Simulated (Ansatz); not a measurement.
CH₃Cl₃HfO, SMILES `C[O][Hf]([Cl])([Cl])[Cl]` from Hartree–Fock to CCSD(T)

```json
{"atom": "C1", "x (Å)": "0.820", "y (Å)": "1.425", "z (Å)": "0.537"}
{"atom": "O2", "x (Å)": "0.158", "y (Å)": "0.276", "z (Å)": "0.103"}
{"atom": "Hf3", "x (Å)": "-0.729", "y (Å)": "-1.267", "z (Å)": "-0.478"}
{"atom": "Cl4", "x (Å)": "-2.460", "y (Å)": "-0.627", "z (Å)": "-1.920"}
{"atom": "Cl5", "x (Å)": "0.811", "y (Å)": "-2.628", "z (Å)": "-1.598"}
{"atom": "Cl6", "x (Å)": "-1.590", "y (Å)": "-2.374", "z (Å)": "1.397"}
{"atom": "H7", "x (Å)": "0.367", "y (Å)": "2.310", "z (Å)": "0.083"}
{"atom": "H8", "x (Å)": "0.749", "y (Å)": "1.506", "z (Å)": "1.625"}
{"atom": "H9", "x (Å)": "1.874", "y (Å)": "1.377", "z (Å)": "0.251"}
```

Total charge 0; spin multiplicity 1. Correlated methods include outer-core shells of Hf, which these sets cover unevenly. Hf takes the def2 core potential. The geometry is a stationary point of PBE0-D4/def2-TZVP. It is one conformer, not always the lowest. Frozen core, restricted reference, Ansatz.

```
     basis      HF (Eh)  MP2 corr.
  def2-SVP  -1540.25389   -0.93883
def2-TZVPP  -1540.87806   -1.28925
def2-QZVPP  -1540.92219   -1.42643
```

Problem. Estimate the CCSD correlation energy and the (T) correction in each basis where they were run (hartree).

Solution. 
```tsv
basis	CCSD corr.	(T)
def2-SVP	-0.98365	-0.02843
def2-TZVPP	-1.33761	-0.05831
```
